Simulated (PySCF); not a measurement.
BTe: from constants to spectrum

ROHF-CCSD(T) constants of BTe, ²Σ⁺ (doublet), unpaired electrons σ ↑ (basis B def2-SVPD, Te def2-SVPD with ECP28; scalar-relativistic core potentials; PySCF 2.14; masses 11.0093 and 129.9062 u):

* ωe: 808.3 cm⁻¹
* ωexe: 3.97 cm⁻¹
* Be: 0.42489 cm⁻¹
* αe: 0.00269 cm⁻¹
* D (centrifugal): 4.7e-07 cm⁻¹
* De to B + Te: 3.62 eV

(1) Give the vibrational terms G(v) and spacings up to v = 6.

(2) How well does the Morse estimate ωe²/(4ωexe) reproduce De, and what is D0?

Correlated steps freeze 5 core orbitals. Correlated levels converge slowly with the basis: in double zeta they bind strong bonds too weakly, by up to about 1 eV, and carry superposition errors of some tenths. Spin–orbit coupling is left out, which matters for elements this heavy, above all for dissociation energies. The state is the lowest determinant that a PBE0 search found; another state may lie lower at other levels.

## Answers

(1) G(v) = ωe(v+½) − ωexe(v+½)².

```tsv
v	G(v) (cm⁻¹)	G(v) − G(v−1)	Bv (cm⁻¹)
0	403.2		0.4235
1	1203.5	800.4	0.4209
2	1995.9	792.4	0.4182
3	2780.4	784.5	0.4155
4	3557.0	776.5	0.4128
5	4325.6	768.6	0.4101
6	5086.2	760.7	0.4074
```

(2) It gives 5.10 eV, 141 % of the computed De. D0 = De − G(0) = 3.62 − 0.05 = 3.57 eV.
